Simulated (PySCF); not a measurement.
C$_{2}$H$_{6}$AlFO$_{2}$ (SMILES C[O][Al]([F])[O]C), singlet, geometry from GFN2-xTB (such geometries of metal compounds can be far from the true shape); DF-B3LYP/def2-TZVPPD (PySCF).

PySCF was given this input:
```python
from pyscf import gto, scf, dft

mol = gto.Mole()
mol.atom = '''
    Al    0.22841674    0.27798040    0.26759623
    F     0.96172090    1.43733807    1.17979560
    O    -0.97606900    0.60991710   -0.80692022
    C    -1.88285717    1.40977456   -1.51463594
    H    -1.77646261    2.46296550   -1.24864820
    H    -1.70138608    1.29344416   -2.58602869
    H    -2.90109723    1.08622977   -1.28501146
    O     0.79276264   -1.24695326    0.51504863
    C     0.82954362   -2.62808812    0.28939755
    H     0.09838267   -2.93042025   -0.46224617
    H     1.82877572   -2.90709774   -0.05418925
    H     0.61321418   -3.14873867    1.22561570
'''
mol.basis = 'def2-tzvppd'
mol.verbose = 4
mol.max_memory = 1800
mol.build()

mf = dft.RKS(mol)
mf.xc = 'b3lyp'
mf = mf.density_fit(auxbasis='def2-universal-jkfit')
mf.kernel()
```

The log (banner, timings and long lists left out):

```
PySCF version 2.14.0

[INPUT] verbose = 4
[INPUT] num. atoms = 12
[INPUT] num. electrons = 56
[INPUT] charge = 0
[INPUT] spin (= nelec alpha-beta = 2S) = 0
[INPUT] symmetry False subgroup None
[INPUT] Mole.unit = angstrom
[INPUT] Symbol           X                Y                Z      unit          X                Y                Z       unit  Magmom
[INPUT]  1 Al     0.228416740000   0.277980400000   0.267596230000 AA    0.431645080866   0.525306823997   0.505683586666 Bohr   0.0
[INPUT]  2 F      0.961720900000   1.437338070000   1.179795600000 AA    1.817389109270   2.716175300711   2.229490566967 Bohr   0.0
[INPUT]  3 O     -0.976069000000   0.609917100000  -0.806920220000 AA   -1.844503088678   1.152576277689  -1.524858220174 Bohr   0.0
[INPUT]  4 C     -1.882857170000   1.409774560000  -1.514635940000 AA   -3.558084382974   2.664087815779  -2.862247105023 Bohr   0.0
[INPUT]  5 H     -1.776462610000   2.462965500000  -1.248648200000 AA   -3.357027803430   4.654330249252  -2.359603123931 Bohr   0.0
[INPUT]  6 H     -1.701386080000   1.293444160000  -2.586028690000 AA   -3.215153723347   2.444255219818  -4.886885974368 Bohr   0.0
[INPUT]  7 H     -2.901097230000   1.086229770000  -1.285011460000 AA   -5.482279225434   2.052676773649  -2.428319726327 Bohr   0.0
[INPUT]  8 O      0.792762640000  -1.246953260000   0.515048630000 AA    1.498104271387  -2.356400151534   0.973300851532 Bohr   0.0
[INPUT]  9 C      0.829543620000  -2.628088120000   0.289397550000 AA    1.567610250180  -4.966366778023   0.546882110620 Bohr   0.0
[INPUT] 10 H      0.098382670000  -2.930420250000  -0.462246170000 AA    0.185916301703  -5.537691702379  -0.873518663429 Bohr   0.0
[INPUT] 11 H      1.828775720000  -2.907097740000  -0.054189250000 AA    3.455885254054  -5.493618545942  -0.102402841396 Bohr   0.0
[INPUT] 12 H      0.613214180000  -3.148738670000   1.225615700000 AA    1.158806855900  -5.950253724127   2.316078006967 Bohr   0.0

nuclear repulsion = 297.169673540857
number of shells = 126
number of NR pGTOs = 452
number of NR cGTOs = 344
basis = def2-tzvppd
ecp = {}

******** <class 'pyscf.df.df_jk.DFRKS'> ********
method = DFRKS
initial guess = minao
damping factor = 0
level_shift factor = 0
DIIS = <class 'pyscf.scf.diis.CDIIS'>
diis_start_cycle = 1
diis_space = 8
diis_damp = 0
SCF conv_tol = 1e-09
SCF conv_tol_grad = None
SCF max_cycles = 50
direct_scf = False
XC library pyscf.dft.libxc version 7.1.2
    S. Lehtola, C. Steigemann, M. J. T. Oliveira, and M. A. L. Marques,  SoftwareX 7, 1–5 (2018)
XC functionals = b3lyp
    P. J. Stephens, F. J. Devlin, C. F. Chabalowski, and M. J. Frisch,  J. Phys. Chem. 98, 11623 (1994)
radial grids:
    Treutler-Ahlrichs [JCP 102, 346 (1995); DOI:10.1063/1.469408] (M4) radial grids

becke partition: Becke, JCP 88, 2547 (1988); DOI:10.1063/1.454033
pruning grids: <function nwchem_prune>
grids dens level: 3
symmetrized grids: False
atomic radii adjust function: <function treutler_atomic_radii_adjust>
small_rho_cutoff = 0
Set gradient conv threshold to 3.16228e-05
Initial guess from minao.
tot grids = 148696
******** <class 'pyscf.df.df.DF'> ********
auxbasis = def2-universal-jkfit
init E= -573.185004265459
  HOMO = -0.382071297746565  LUMO = -0.105397408851232  gap/eV = 7.52868
cycle= 1 E= -572.622058368684  delta_E= 0.563  |g|= 1.26  |ddm|= 3.19
  HOMO = -0.110521401290291  LUMO = -0.0055781697016234  gap/eV = 2.85565
cycle= 2 E= -571.965847549795  delta_E= 0.656  |g|= 2.28  |ddm|= 3.01
  HOMO = -0.300741918990423  LUMO = -0.0380812891437042  gap/eV = 7.14736
cycle= 3 E= -572.889414410053  delta_E= -0.924  |g|= 0.117  |ddm|= 1.92
  HOMO = -0.288383583954531  LUMO = -0.0370446415003828  gap/eV = 6.83928
cycle= 4 E= -572.890368550813  delta_E= -0.000954  |g|= 0.103  |ddm|= 0.137
  HOMO = -0.292215028388189  LUMO = -0.0372379127555802  gap/eV = 6.93828
cycle= 5 E= -572.89192113741  delta_E= -0.00155  |g|= 0.0145  |ddm|= 0.0669
  HOMO = -0.29165060369844  LUMO = -0.0370870969005223  gap/eV = 6.92703
cycle= 6 E= -572.89195126527  delta_E= -3.01e-05  |g|= 0.00254  |ddm|= 0.0133
  HOMO = -0.291946647966217  LUMO = -0.0371720501654421  gap/eV = 6.93277
cycle= 7 E= -572.89195252963  delta_E= -1.26e-06  |g|= 0.00107  |ddm|= 0.00239
  HOMO = -0.29199076789734  LUMO = -0.0371882737457043  gap/eV = 6.93353
cycle= 8 E= -572.89195275459  delta_E= -2.25e-07  |g|= 0.000283  |ddm|= 0.000754
  HOMO = -0.291974164779812  LUMO = -0.037181311360694  gap/eV = 6.93327
cycle= 9 E= -572.891952767199  delta_E= -1.26e-08  |g|= 9.55e-05  |ddm|= 0.000207
  HOMO = -0.291972988626062  LUMO = -0.0371770262171949  gap/eV = 6.93335
cycle= 10 E= -572.891952768804  delta_E= -1.61e-09  |g|= 1.43e-05  |ddm|= 9.14e-05
  HOMO = -0.291973655345325  LUMO = -0.037178359136004  gap/eV = 6.93333
cycle= 11 E= -572.891952768843  delta_E= -3.89e-11  |g|= 2.37e-06  |ddm|= 2.36e-05
  HOMO = -0.291973243886039  LUMO = -0.0371781864784191  gap/eV = 6.93333
Extra cycle  E= -572.891952768842  delta_E= 4.55e-13  |g|= 3.06e-06  |ddm|= 3.51e-06
converged SCF energy = -572.891952768842
```
